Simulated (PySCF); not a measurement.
I2Zn, SMILES [I][Zn][I] (connectivity only; charge and spin as stated), charge -1, multiplicity 2.

Geometry: B3LYP-D3(BJ)/def2-SVPD. The spin state was assumed, not searched. The isomer is the one that the SMILES or the coordinates give; other isomers of the formula were not compared. The def2 effective core potentials stand for the cores of I; spin–orbit coupling is left out.

These are PBE/def2-TZVPD in PySCF values and carry that method's errors.

Gas-phase values at a fixed geometry.

```
Quantity                                                              Value
------------------------------------------------  -------------------------
total energy                                            -2374.69108 hartree
point group                                                             C2v
α spin, highest occupied and lowest empty level           -0.14 and 2.32 eV
β spin, highest occupied and lowest empty level           -1.89 and 0.61 eV
dipole moment about the centre of nuclear charge                     0.36 D
mean static polarisability                           161.0 bohr³ (23.86 Å³)
polarisability, principal values                  113.7, 151.5, 217.8 bohr³
⟨S²⟩                                                0.752 (pure state 0.75)
```
